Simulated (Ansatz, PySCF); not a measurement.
Spin states of H2Hf (SMILES [HfH2]), each relaxed with B3LYP-D3(BJ)/def2-TZVP.
State 1 (charge 0, multiplicity 1):
```xyz
3

Hf     0.3454     0.0926     0.3842
H      0.0661    -1.6401    -0.1458
H     -0.4447     1.5949    -0.3088
```
State 2 (charge 0, multiplicity 3):
```xyz
3

Hf     0.3879     0.1020     0.4327
H      0.0433    -1.6324    -0.1703
H     -0.4643     1.5778    -0.3328
```

Singlets are restricted, other states unrestricted; no spin–orbit coupling, no relativity up to Kr; see below for the cores. The largest T1 diagnostic is 0.021.

Correlated levels freeze the inner cores; with def2 sets outer-core shells near the valence are correlated too.

Codes used: Ansatz (Gaussian basis) for Hartree–Fock, density functionals and correlated methods; PySCF for the dispersion terms. Each number belongs to the level named beside it. In def2 rows elements past Kr take small-core potentials, without spin–orbit coupling.

```json
[
 {"level": "PBE-D4/def2-TZVPP", "energy of the multiplicity-3 state less that of the multiplicity-1 state (kJ/mol)": "-3.3"},
 {"level": "BLYP/def2-TZVPP", "energy of the multiplicity-3 state less that of the multiplicity-1 state (kJ/mol)": "12.3"},
 {"level": "r2SCAN-D4/def2-TZVPP", "energy of the multiplicity-3 state less that of the multiplicity-1 state (kJ/mol)": "-38.5"},
 {"level": "B3LYP-D3(BJ)/def2-TZVPP", "energy of the multiplicity-3 state less that of the multiplicity-1 state (kJ/mol)": "8.3"},
 {"level": "B3LYP-D4/def2-TZVPP", "energy of the multiplicity-3 state less that of the multiplicity-1 state (kJ/mol)": "8.4"},
 {"level": "BHLYP-D3(BJ)/def2-TZVPP", "energy of the multiplicity-3 state less that of the multiplicity-1 state (kJ/mol)": "(withheld)"},
 {"level": "B2PLYP/def2-TZVPP", "energy of the multiplicity-3 state less that of the multiplicity-1 state (kJ/mol)": "16.4"},
 {"level": "B2PLYP-D3(BJ)/def2-TZVPP", "energy of the multiplicity-3 state less that of the multiplicity-1 state (kJ/mol)": "16.4"},
 {"level": "B2PLYP-D4/def2-TZVPP", "energy of the multiplicity-3 state less that of the multiplicity-1 state (kJ/mol)": "16.4"}
]
```

Question: What belongs in the gaps?

Answer: 
- BHLYP-D3(BJ)/def2-TZVPP, energy of the multiplicity-3 state less that of the multiplicity-1 state (kJ/mol): 1.0

Doubts at one or more of the structures used: a restricted determinant that unrestricted orbitals would lower (B2PLYP/def2-TZVPP, B2PLYP-D3(BJ)/def2-TZVPP, B2PLYP-D4/def2-TZVPP).

Ansatz is a program for electronic structure.
